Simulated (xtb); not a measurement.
xtb input:

```bash
xtb mol.xyz --gfn 2 --sp --chrg 1 --uhf 0
```
mol.xyz:
```
15

Si    -0.04362925    -0.10656106    -0.73380769
N     -1.25192159     0.33087765     0.63609330
Si    -3.01057751    -0.26051184     0.37655270
O      1.38726937     0.08089334    -0.06849524
Si     3.06510860     0.15188157     0.03423185
H     -0.41093693    -1.49558919    -1.03937126
H     -0.39045845     0.86451313    -1.77829261
H     -0.88970937    -0.05313735     1.51285712
H     -3.24554216    -0.00895615    -1.05199958
H     -2.94742179    -1.68270145     0.73304547
H     -3.82493725     0.56524207     1.27669704
H      3.36402993     0.57542251     1.41190110
H      3.52217963     1.13797948    -0.96008507
H      3.57731456    -1.19856625    -0.25405084
H     -1.24184801     1.34518134     0.76693165
```

**Question.** Which total energy does the run end on?

**Answer.** -17.02401 Eh (GFN2-xTB).

It need not be the lowest isomer of its formula.
